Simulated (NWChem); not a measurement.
System: C$_{2}$H$_{2}$F$_{2}$OSi; SMILES F[Si@@H]1OC=C1F

```xyz
8

F     -0.9341    -2.1244    -0.0516
C     -0.1934    -1.0319    -0.0373
C      1.1266    -0.8778    -0.2651
O      1.4499     0.4628    -0.0932
Si    -0.1600     0.7533     0.4267
F     -0.9135     1.8557    -0.4732
H      1.9320    -1.5733    -0.5211
H     -0.2624     1.2018     1.8303
```
Atoms are numbered in this order, from 1.

Program: NWChem. Structure relaxed at the PBE0/def2-SVP level. Level M06-2X/def2-SVP: energy and gradient on several grids; changes count from the extra-fine grid, which is no exact limit either.

Task: Which is the coarsest grid (xfine; fine; xcoarse; medium; coarse) from which on the energy stays within 500 μHa and each gradient component within 500 μHa/bohr of xfine?

Result: medium.
| grid | size of the energy change (μHa) | largest change of a gradient component (μHa/bohr) | time, medium = 1 (rough) |
|---|---|---|---|
| xcoarse | 3000 | 4000 | about 1 |
| coarse | 700 | 900 | about 1 |
| medium | 60 | 200 | about 1 |
| fine | < 10 | 40 | about 1 |
| xfine | < 10 | < 30 | 3 |
